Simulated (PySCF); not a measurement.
# How methods differ on the ionisation energy of Pd³⁴⁺

Pd³⁴⁺ [Ne] 3s2 (1S) → Pd³⁵⁺ [Ne] 3s1 (2S), as a difference of total energies. Computed with PySCF 2.14 in an even-tempered Gaussian basis (16 s from 5.6 bohr⁻², ratio 2.5; 10 p from 7.3 bohr⁻², ratio 2.5; 4 d from 27 bohr⁻², ratio 2.7; 4 f from 41 bohr⁻², ratio 2.7), with no relativity, point nucleus. Correlated levels: outer shells: 1s2 frozen; virtual orbitals above 40 to 60 times the deepest correlated orbital energy dropped. The calculations carry no spin-orbit coupling.

| method | ionisation energy (eV) |
| --- | --- |
| UHF | 2116.8 |
| MP2 (outer shells) | 2120.4 |
| SCS-MP2 (outer shells) | 2120.9 |
| CCSD (outer shells) | 2121.7 |
| CCSD(T) (outer shells) | 2121.7 |

Question: How much does correlation contribute at CCSD(T) (outer shells)?

Answer: 2121.7 − (2116.8) = 4.9 eV, measured against UHF.

The gap to the reference is mostly relativistic.

For comparison: 2181 ± 3 eV (semi-empirical (NIST evaluation); NIST Atomic Spectra Database, ionization energies).
